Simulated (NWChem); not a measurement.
# SF₃ cation; SMILES F[S+](F)F

Program: NWChem. Medium grid unless said otherwise, to which SCAN and Minnesota functionals are sensitive. All runs use the structure optimised with PBE0/def2-SVP.

For level RPBE/def2-SVP:

- highest occupied level (eV): -17.47
- orbital gap (eV): 7.25

Task: How do the values read with level M06/def2-SVP instead?

Result: 
- highest occupied level (eV) = -19.59
- orbital gap (eV) = 10.19
